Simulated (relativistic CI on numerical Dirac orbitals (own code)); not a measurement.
# P VII: calculation against measurement

Method of calculation: Dirac-Coulomb-Breit CI, separate exchange-only KLI orbitals for each configuration, model QED (radiative potential, 1s self-energy scaled to tabulated hydrogen-like ionisation energies), valence Slater integrals scaled by 0.9, P86 correlation estimate, and configurations built on the next ion tied to the tabulated ionisation energy (semi-empirical) (own radial code, finite nucleus).

Configuration list (outside the closed core 1s2): 2s2 2p5, 2s2 2p4 3s, 2s2 2p4 3p, 2s2 2p4 3d, 2s2 2p4 4s, 2s 2p6, 2p6 3s, 2p6 3p, 2s 2p5 3s, 2p6 3d, 2s2 2p4 4p, 2s 2p5 3p, 2s2 2p4 4d, 2s2 2p4 4f, 2s 2p5 3d, 2s2 2p3 3s2, 2s2 2p3 3s 3p, 2s2 2p3 3p2, 2s2 2p3 3s 3d, 2s 2p5 4s, 2s 2p5 4p, 2s2 2p3 3p 3d, 2s 2p5 4d, 2s 2p5 4f. Levels of other configurations are missing.

```
Configuration  Term (tabulated)    J  Measured (cm⁻¹)  Computed  Error  Purity (%)
      2s2 2p5               2P°  3/2              0.0         0      0         100
      2s2 2p5               2P°  1/2           7273.0      7232    -41         100
   2s2 2p4 3s                4P  5/2        1259730.0   1261859   2129          99
   2s2 2p4 3s                4P  3/2        1264170.0   1266208   2038          97
   2s2 2p4 3s                2P  3/2        1277380.0   1278867   1487          96
   2s2 2p4 3s                2P  1/2        1282550.0   1283977   1427          99
   2s2 2p4 3s                2S  1/2        1375810.0   1366600  -9210          96
   2s2 2p4 3d                2P  1/2        1505300.0   1508797   3497          98
   2s2 2p4 3d                2P  3/2        1511310.0   1514858   3548          69
   2s2 2p4 3d                2S  1/2        1548480.0   1549725   1245          96
   2s2 2p4 3d                2P  3/2        1552170.0   1553327   1157          98
   2s2 2p4 3d                2P  1/2        1554420.0   1555598   1178          97
   2s2 2p4 4s                2P  3/2        1695720.0   1696849   1129          72
   2s2 2p4 4s                2P  1/2        1701380.0   1701184   -196          96
```

Measured levels from Martin, Zalubas and Musgrove, J. Phys. Chem. Ref. Data 14, 751 (1985); pairs were made by configuration, J and term (by order where the table uses no LS term), so strongly mixed levels may be paired wrongly. Some J values or terms of the table were assigned by a fit.

Mean error by configuration (cm⁻¹): 2s2 2p5 -41; 2s2 2p4 3s -426; 2s2 2p4 3d 2125; 2s2 2p4 4s 466. Over the excited levels the mean absolute error is 2176 cm⁻¹ (13 of the 15 excited levels that our extract of the source holds in range could be paired, and the others can miss by more), and the median relative error of those above 1,000 cm⁻¹ is 0.12 %.
